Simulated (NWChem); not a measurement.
C3H4F2O; SMILES CC(=O)C(F)F

```xyz
10

C      1.3566    -1.0567     0.0000
C     -0.1186    -0.7950     0.0000
O     -0.9728    -1.6429     0.0000
C     -0.5292     0.6832     0.0000
F     -0.0141     1.2882     1.0915
F     -0.0141     1.2882    -1.0915
H      1.5459    -2.1364     0.0000
H      1.8142    -0.5860    -0.8838
H      1.8142    -0.5860     0.8838
H     -1.6270     0.7850     0.0000
```
Atoms are numbered in this order, from 1.

Results from NWChem. Pople sets run with spherical d functions. Coordinates come from a PBE0/def2-SVP optimisation. Atomic charges in e: unrestrained fits to the electrostatic potential beside Mulliken populations; buried atoms are poorly determined by the fit.

### Question
Estimate the computed values for Hartree-Fock/6-31G*. Quantities: ESP C1; Mulliken C1; ESP C2; Mulliken C2; ESP O3; Mulliken O3; ESP C4; Mulliken C4; ESP F5; Mulliken F5; relative RMS misfit of the potential (%).

### Answer
```json
{
  "ESP C1": "-0.21",
  "Mulliken C1": "-0.61",
  "ESP C2": "0.53",
  "Mulliken C2": "0.47",
  "ESP O3": "-0.53",
  "Mulliken O3": "-0.51",
  "ESP C4": "0.52",
  "Mulliken C4": "0.67",
  "ESP F5": "-0.28",
  "Mulliken F5": "-0.43",
  "relative RMS misfit of the potential (%)": "20"
}
```
